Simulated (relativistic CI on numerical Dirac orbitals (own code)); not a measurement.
## Ligand-field terms of d5

Computed with a parametric ligand-field model of a d^n configuration (Racah B and C, spin-orbit zeta, crystal field), exact diagonalisation.

Field parameters in Wybourne normalisation: Oh B⁴₀ = 21Dq, B⁴₄ = √(5/14) B⁴₀. The field is a parameter set, without covalency.

B = 450 cm⁻¹, C = 1810 cm⁻¹ (C/B = 4.02), Oh, no spin-orbit coupling. Tanabe-Sugano data, E/B above the lowest term (Δ = |10Dq|; b, c mark the second and third term of a kind):

| Δ/B | 6A1 | 4T1 | 4T2 | 4T1(b) | 2T2 | 2A2 |
| --- | --- | --- | --- | --- | --- | --- |
| 1.0 | 0.00 | 29.95 | 30.09 | 35.31 | 42.99 | 43.07 |
| 3.0 | 0.00 | 28.88 | 29.91 | 36.30 | 41.50 | 42.26 |
| 5.0 | 0.00 | 27.33 | 29.54 | 37.67 | 38.83 | 40.95 |
| 7.0 | 0.00 | 25.61 | 28.93 | 39.12 | 35.59 | 39.38 |
| 9.0 | 0.00 | 23.79 | 28.07 | 40.52 | 32.11 | 37.67 |
| 11.0 | 0.00 | 21.93 | 26.95 | 41.80 | 28.51 | 35.88 |
| 13.0 | 0.00 | 20.04 | 25.62 | 42.90 | 24.83 | 34.03 |
| 15.0 | 0.00 | 18.13 | 24.13 | 43.81 | 21.10 | 32.16 |
| 17.0 | 0.00 | 16.21 | 22.52 | 44.52 | 17.34 | 30.26 |
| 19.0 | 0.00 | 14.27 | 20.83 | 45.07 | 13.55 | 28.34 |
| 21.0 | 0.00 | 12.33 | 19.07 | 45.47 | 9.73 | 26.41 |
| 23.0 | 0.00 | 10.37 | 17.27 | 45.78 | 5.90 | 24.47 |
| 25.0 | 0.00 | 8.42 | 15.43 | 46.01 | 2.05 | 22.52 |
| 27.0 | 1.82 | 8.27 | 15.39 | 48.01 | 0.00 | 22.38 |
| 29.0 | 5.69 | 10.18 | 17.38 | 52.02 | 0.00 | 24.29 |
| 31.0 | 9.57 | 12.09 | 19.36 | 56.02 | 0.00 | 26.21 |
| 33.0 | 13.47 | 14.02 | 21.35 | 60.00 | 0.00 | 28.13 |
| 35.0 | 17.37 | 15.94 | 23.32 | 63.98 | 0.00 | 30.06 |
| 37.0 | 21.28 | 17.87 | 25.30 | 67.95 | 0.00 | 31.99 |
| 39.0 | 25.19 | 19.81 | 27.28 | 71.91 | 0.00 | 33.93 |
| 41.0 | 29.11 | 21.75 | 29.25 | 75.88 | 0.00 | 35.87 |
| 43.0 | 33.04 | 23.69 | 31.23 | 79.84 | 0.00 | 37.82 |
| 45.0 | 36.97 | 25.64 | 33.20 | 83.80 | 0.00 | 39.76 |
| 47.0 | 40.90 | 27.59 | 35.18 | 87.77 | 0.00 | 41.71 |

The ground term changes from 6A1 to 2T2 between Δ/B = 25.0 and 27.0.
